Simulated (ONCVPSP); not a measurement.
## Reading a pseudo-wave (Ru)

Columns: radius, all-electron u(r) and pseudo u(r) of the 4p shell (level -53.85 eV) of ruthenium in the configuration [Ar] 3d10 4s2 4p6 4d7; PBE, scalar-relativistic, ONCV scheme, ONCVPSP 4.0.1.

```
r (bohr)  all-electron  pseudo
   0.080        0.3630  0.0155
   0.160       -0.0614  0.0640
   0.240       -0.4849  0.1449
   0.320       -0.5547  0.2484
   0.400       -0.3548  0.3638
   0.480       -0.0346  0.4884
   0.560        0.2979  0.6187
   0.640        0.5847  0.7413
   0.720        0.8037  0.8436
   0.800        0.9523  0.9263
   0.880        1.0373  0.9945
   0.960        1.0704  1.0412
   1.040        1.0637  1.0527
   1.120        1.0284  1.0263
   1.200        0.9740  0.9738
   1.280        0.9081  0.9080
   1.360        0.8363  0.8361
   1.440        0.7626  0.7625
   1.520        0.6899  0.6898
   1.600        0.6202  0.6201
   1.680        0.5545  0.5544
   1.760        0.4936  0.4936
   1.840        0.4378  0.4377
   1.920        0.3871  0.3870
   2.000        0.3413  0.3412
   2.080        0.3002  0.3002
```

Question: How many radial nodes do the two functions have?

Answer: The all-electron 4p function has n − l − 1 = 2; the pseudo-wave has 0, since the states of the same l below it are removed with the core.

Question: At about which radius was the pseudo-wave matched?

Answer: 1.30 bohr. The columns agree to 0.0005 from 1.20 bohr on; several derivatives are matched, so the curves merge somewhat inside the radius.

Question: Where does each function peak?

Answer: Outermost all-electron maximum near 0.96 bohr, pseudo maximum near 1.04 bohr (to the table’s step).

Question: Is the pseudo-wave norm-conserving?

Answer: Yes: the ONCV scheme keeps the norm inside the radius equal to the all-electron one, which fixes the energy derivative of the logarithmic derivative at the level.
